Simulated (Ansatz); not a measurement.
`C[CH](C)[Ge][Cl]` + HBr → `[Cl][Ge][Br]` + `CCC`  (ligand exchange at a Ge–C bond)

Computed with Ansatz on PBE0-D4/def2-TZVP structures; ΔE is electronic, products minus reactants. CCSD(T)/CBS is the MP2 limit (def2-TZVPP, def2-QZVPP) plus CCSD(T) − MP2 in def2-TZVPP, frozen cores. Functionals use def2-TZVPP. For Br, Ge outer-core shells are correlated without core-valence functions, which leaves a few kJ/mol of doubt a bond. Scalar relativity is left out up to krypton. One conformer a species, not always the lowest.

CCSD(T)/CBS gives -35.5 kcal/mol.

Another level gave -33.8 kcal/mol. Which?
A. RPA@PBE/def2-TZVPP
B. SCS-MP2/def2-TZVPP
C. revPBE/def2-TZVPP
D. revPBE-D4/def2-TZVPP

A. RPA@PBE/def2-TZVPP -33.8, SCS-MP2/def2-TZVPP -35.6, revPBE-D4 -37.3, revPBE -41.6 kcal/mol.

Largest T1 diagnostic among the species: 0.011.

Leaving LDA and LC-ωPBE aside and taking each functional with its dispersion term where it has one, the values, not all of them listed here, spread over 2.5 kcal/mol, from B2PLYP to ωB97X-V. LDA lies +3.8 kcal/mol from PBE without D4. In def2-TZVPP, CCSD(T) changes the Hartree–Fock value by +7.5 kcal/mol (the triples alone add +0.5 kcal/mol) and MP2 by +7.3 kcal/mol.

CCSD(T)/CBS has its own doubt, a few kJ/mol and more with outer-core shells, so smaller differences from it don't rank the levels.
